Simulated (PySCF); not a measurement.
A side-by-side comparison of computed properties.

First species: C₆H₁₂ClFO.
InChI=1S/C6H12ClFO/c1-5(8)2-3-6(7)4-9/h5-6,9H,2-4H2,1H3/t5-,6-/m1/s1

Second species: C₃H₁₀AsGa.
Numbering: `[CH2:1]=[CH:2][CH2:3][AsH2+:4][GaH3-:5]` (hydrogens: H6, H7 on C1; H8 on C2; H9, H10 on C3; H11, H12 on As4; H13, H14, H15 on Ga5)

Cartesian coordinates in Å at the PBE0-D3(BJ)/def2-SVP level; atoms count from 1:
```
atom  x, y, z in Å
C1    -2.4680    0.8748   -0.4028
C2    -1.2480    0.8389    0.1364
C3    -0.7327   -0.2763    0.9816
As4    0.7045   -1.2311    0.0356
Ga5    2.6982    0.3014   -0.6233
H6    -3.1943    0.0720   -0.2378
H7    -2.7869    1.7144   -1.0249
H8    -0.5488    1.6621   -0.0565
H9    -0.2597    0.1031    1.9016
H10   -1.5235   -0.9888    1.2558
H11    0.9403   -2.3891    0.9816
H12   -0.1115   -1.9752   -0.9977
H13    2.6576    1.1086    0.7394
H14    3.8198   -0.7878   -0.8196
H15    2.0488    0.9808   -1.8911
```

Levels: CAM-B3LYP/def2-SVPD for HOMO energy, LUMO energy, HOMO–LUMO gap and static isotropic polarisability; TDDFT CAM-B3LYP/def2-SVPD for lowest singlet excitation; TDA CAM-B3LYP/def2-SVPD for lowest triplet excitation (Tamm–Dancoff); ΔSCF CAM-B3LYP/def2-SVPD for vertical ionisation energy. Geometries: PBE0-D3(BJ)/def2-SVP. All species are isolated and taken at one optimised geometry, non-relativistic unless stated; the electronic structure was computed with PySCF and density fitting.

The conformers computed, where there is a choice (atom-mapped SMILES and torsion angles):
- `[CH2:1]=[CH:2][CH2:3][AsH2+:4][GaH3-:5]`: C1–C2–C3–As4 112°, C2–C3–As4–Ga5 58°

The conformers of `C[C@@H](F)CC[C@@H](Cl)CO` aren't listed.

Question: Which has the higher LUMO energy?

Answer: The first: 1.10 eV against 0.36 eV, a difference of 0.74 eV.

Question: Which of the two has the higher HOMO energy, and by how much?

Answer: The second: -9.00 eV against -9.64 eV, a difference of 0.64 eV.

Question: Which of the two has the higher S1 energy, and by how much?

Answer: The first: 7.31 eV against 6.61 eV, a difference of 0.70 eV.

Question: Which has the higher vertical ionisation energy?

Answer: The first: 10.55 eV against 9.70 eV, a difference of 0.85 eV.

Question: Which of the two has the higher HOMO–LUMO gap, and by how much?

Answer: The first: 10.74 eV against 9.36 eV, a difference of 1.38 eV.

Question: Which has the higher static isotropic polarisability?

Answer: The second: 107.1 au against 93.3 au, a difference of 13.8 au.

Question: Which has the higher T1 energy?

Answer: The first: 6.68 eV against 4.22 eV, a difference of 2.46 eV.

On the first: The vertical singlet–triplet gap S1 − T1 is 0.63 eV (TDDFT singlet less Tamm–Dancoff triplet; S1: HOMO→LUMO, weight 0.28, beside HOMO−1→LUMO, weight 0.17; T1: HOMO−1→LUMO, weight 0.27, beside HOMO−1→LUMO+1, weight 0.19). The polarisability is 13.83 Å³ as a volume (1 au = 0.148185 Å³), or 1.14 au for each of the 82 electrons.

On the second: The vertical singlet–triplet gap S1 − T1 is 2.39 eV (TDDFT singlet less Tamm–Dancoff triplet; S1: HOMO→LUMO, weight 0.31, beside HOMO−2→LUMO+1, weight 0.20; T1: HOMO→LUMO, weight 0.36). In wavenumbers S1 is 53300 cm⁻¹ (1 eV = 8065.54 cm⁻¹). The calculation is non-relativistic and has no spin–orbit coupling, an omission that weighs most on arsenic and gallium.
